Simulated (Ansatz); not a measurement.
`Sc1ccc(Sc2ccccc2)cc1`. The state is a singlet with charge 0. Geometry PBE-D4/def2-SVP, basis def2-TZVP, Ansatz.

```csv
run,HOMO (eV),LUMO (eV)
A,-5.93,-0.97
B,-5.16,-2.04
C,-5.15,-1.66
D,-5.72,-1.12
E,-4.98,-1.79
```

B3LYP takes the VWN-RPA correlation.

Question: The runs used B3LYP, LDA (SPW92), PBE, PBE0, r2SCAN. Estimate which is which.

Answer: A PBE0 (25 % exact exchange); B LDA (SPW92) (0 % exact exchange); C r2SCAN (0 % exact exchange); D B3LYP (20 % exact exchange); E PBE (0 % exact exchange). Exact exchange lowers occupied and raises empty levels; among semilocal functionals meta-GGAs tend to open the gap a little, and such runs are hard to tell apart. The gap grows from 3.12 eV (LDA (SPW92)) to 4.96 eV (PBE0).
